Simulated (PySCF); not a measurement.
## Unknown compound

The spectra below were simulated for a compound C₄H₇BF₂O₂.

¹H NMR (600 MHz, computed): δ 5.55 (td, J = 64.0, 7.5 Hz, 1H), 4.22 (br, 1H), 4.18 (m, 1H), 4.15 (m, 1H), 3.87 (m, 1H), 1.83 (m, 1H), 1.55 (m, 1H).

¹³C{¹H} NMR (computed): δ 125.2 (CH, dd, J = 314.3, 294.7 Hz), 74.8 (CH, dd, J = 30.9, 22.2 Hz), 64.2 (CH2), 30.6 (CH2, d, J = 4.7 Hz).

- geometry from PBE0-D3(BJ)/def2-SVP
- J couplings at B3LYP/pcJ-1 (spin–dipole term only in couplings to heteroatoms)
- PBE/pcSseg-1 with gauge-including orbitals
- code: PySCF 2.14.0 with density-fitted response routines
- one conformer, gas phase, non-relativistic Hamiltonian

References, each an isolated molecule treated in the same way: ¹H, ¹³C against TMS.

Q: What is the structure?

A: 
1. 4 carbon signals for 4 carbons: no two carbons are equivalent.
2. Carbon types of the structure: 2 × CH, 2 × CH2, leaving 1 H on heteroatoms.
3. δC 125.2: sp3 CH bonded to 2 F; 2 electronegative neighbours deshield it.
4. δC 74.8: sp3 CH bonded to O; pulled downfield by the heteroatom.
5. δC 64.2: sp3 CH2 bonded to O; deshielded by the electronegative neighbour.
6. δC 30.6: sp3 CH2 in a ring; a saturated carbon with 2 carbon neighbours and no heteroatom attached.
7. δH 5.55: hydrogen on an sp3 CH bonded to 2 F; its carbon carries F, which withdraws density.
8. δH 4.18, 4.15: hydrogen on an sp3 CH2 bonded to O; its carbon carries O, hence the downfield position.
9. δH 3.87: hydrogen on an sp3 CH bonded to O; its carbon carries O, an electronegative neighbour.

These data were computed for `FC(F)[C@H]1CCOBO1`.

The data come from this structure; uniqueness wasn't tested.

Hydrogens on boron are broadened and split by ¹¹B (spin 3/2, 80 %) and 10B (spin 3). C–F couplings over four or more bonds (about 3 Hz to the para carbon of a fluoroarene) are left out. Common functionals overestimate the size of one-bond C–F couplings by tens of Hz; these are unscaled. Splittings below 1 Hz are ignored in the labels, and close J values are merged. Unscaled 3J(H,H) at this level run about 10 % above measured values. Shifts are as computed. Against solution values, carbons near 30 ppm lie about +2 ppm off and those near 130 ppm about +2 ppm. Of 1313 compounds with measured shifts, 239 miss one by over three times the rms of a fit or turn the order of signals round; such compounds aren't used in these exercises. Vicinal couplings across rotatable single bonds and in flexible rings belong to the one computed conformer; a conformer average would change them.
